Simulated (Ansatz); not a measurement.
Program: Ansatz. Geometries: PBE0-D4/def2-TZVP. ΔE: electronic, gas phase. CCSD(T)/CBS is the MP2 limit (def2-TZVPP, def2-QZVPP) plus CCSD(T) − MP2 in def2-TZVPP, frozen cores. This one scheme is used for every species. DFT in def2-TZVPP. Elements past krypton have def2 core potentials. For Te outer-core shells are correlated without core-valence functions, which leaves a few kJ/mol of doubt a bond. One conformer a species, not always the lowest.

Consider the formal exchange of groups at a Te–Si bond: `O[Si](O)(O)[TeH]` + ethane → `CC[TeH]` + `O[SiH](O)O`.

```
         level  ΔE (eV)
        r2SCAN     1.03
MP2/def2-QZVPP     0.94
```

Problem. What does CCSD(T)/CBS give? (Estimate.)

Solution. Ansatz gave: +0.93 eV. The listed levels differ from it by 0.10, 0.01 eV.

Largest T1 diagnostic among the species: 0.012.

The D4 term adds +0.04 eV with B3LYP and +0.02 eV with PBE0; it sums over pairs of atoms, weighted by their polarisabilities, and B3LYP, whose exchange is more repulsive, gets the larger term.

B3LYP here is the variant with VWN-RPA as its local correlation; programs differ in this.
